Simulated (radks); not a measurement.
The numbers below are computed, except where a source is named.
Valence configurations of Ni (all share [Ar]). Code: a radial shooting solver on a logarithmic mesh with Libxc functionals. Model: Dirac Kohn-Sham, BLYP, spin-unpolarised, spherical densities, point nucleus; open shells fill j = l - 1/2 first. Energies are relative to 3d8 4s2; eigenvalues in eV.

| valence | E (eV) | e(3d3/2) | e(3d5/2) | e(4p1/2) | e(4p3/2) | e(4s1/2) |
|---|---|---|---|---|---|---|
| 3d8 4s2 | 0.000 | -8.904 | -8.664 | - | - | -5.599 |
| 3d7 4s2 4p1 | 10.322 | -16.174 | -15.911 | -2.554 | - | -7.963 |
| 3d6 4s2 4p2 | 26.972 | -24.083 | -23.796 | -3.734 | - | -10.046 |
| 3d8 4s1 4p1 | 4.569 | -10.794 | -10.553 | -2.071 | - | -6.829 |
| 3d9 4p1 | 2.523 | -6.626 | -6.406 | -1.688 | - | - |
| 3d6 4s1 4p3 | 33.527 | -25.530 | -25.241 | -4.319 | -4.179 | -10.847 |
| 3d9 4s1 | -1.430 | -4.732 | -4.513 | - | - | -4.520 |
| 3d5 4s2 4p3 | 50.833 | -32.698 | -32.385 | -4.916 | -4.747 | -12.045 |
| 3d7 4p3 | 21.784 | -19.197 | -18.931 | -3.778 | -3.665 | - |
| 3d8 4p2 | 9.487 | -12.361 | -12.119 | -2.717 | - | - |

NIST lists [Ar] 3d8 4s2 as the ground configuration; this level of theory puts 3d9 4s1 lower, by 1.430 eV. The energies are those of spherical spin-averaged densities, not of single terms.
